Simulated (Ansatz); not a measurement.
Species: C$_{2}$H$_{7}$GeO, net charge 0, doublet state. It need not be the lowest isomer of its formula. 
Geometry from a B3LYP-D3(BJ)/def2-TZVP (Ansatz, a program for electronic structure) optimisation:
SMILES: C[CH][O][GeH3]
```xyz
11

C      2.8783     0.1976    -0.4503
C      1.4774    -0.2767    -0.5447
O      0.6015     0.3051     0.3243
Ge    -1.1614    -0.0399     0.1599
H      2.9310     1.2847    -0.5563
H      3.4874    -0.2569    -1.2329
H      3.3350    -0.0516     0.5195
H      1.2562    -1.2944    -0.8621
H     -1.7799     0.5867     1.4127
H     -1.6686     0.6094    -1.1382
H     -1.3422    -1.5684     0.1148
```
Charge 0, spin multiplicity 2.

Property: atomisation energy (electronic, to ground-state atoms), in kJ/mol. Valence correlation only, unless marked. Open shells are spin-unrestricted. No spin-orbit coupling. Frozen are the shells of the preceding noble gas and the d and f shells that filled before the atom's block. Non-relativistic. The coupled-cluster limit lacks core correlation, which all-electron functionals hold. CBS marks a two-point X^-3 extrapolation of the correlation energy; Hartree-Fock from the larger set.

| level | program | atomisation energy (kJ/mol) | minus last row |
|---|---|---|---|
| HF/cc-pVQZ | Ansatz | 2754.7 | -995.6 |
| PBE/def2-TZVPD | Ansatz | 3792.0 | 41.7 |
| PBE0/def2-QZVPP | Ansatz | 3740.0 | -10.3 |
| MP2/aug-cc-pVDZ | Ansatz | 3534.7 | -215.6 |
| SCS-MP2/6-31G | Ansatz | 3157.3 | -593.0 |
| SCS-MP2/cc-pVQZ | Ansatz | 3746.1 | -4.2 |
| CCSD(T)/CBS(cc-pVTZ,cc-pVQZ) | Ansatz | 3750.3 | 0.0 |
